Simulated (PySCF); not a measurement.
GeH₅O₃P, SMILES [OH][Ge]([OH])([OH])[PH2].

Coordinates come from a B3LYP-D3(BJ)/def2-SVP optimisation. The values are those of a single conformer.

Vertical ionisation energy (IE) and electron affinity (EA) in eV. Rows of orbital energies are one-electron estimates. Where ΔSCF, EOM or ADC give a negative EA the extra electron is unbound and the value depends on the basis.

| level | IE | EA |
|---|---|---|
| −ε(HOMO), −ε(LUMO), CAM-B3LYP/def2-TZVP (PySCF) | [?] | [?] |
| −ε(HOMO), −ε(LUMO), PBE/def2-TZVP (PySCF) | 6.63 | 1.28 |

Problem. What belongs in the gaps? (An estimate is asked for; the answer gives what the named calculation found.)

Solution. 
- −ε(HOMO), −ε(LUMO), CAM-B3LYP/def2-TZVP (PySCF), IE: 9.18
- −ε(HOMO), −ε(LUMO), CAM-B3LYP/def2-TZVP (PySCF), EA: -0.59
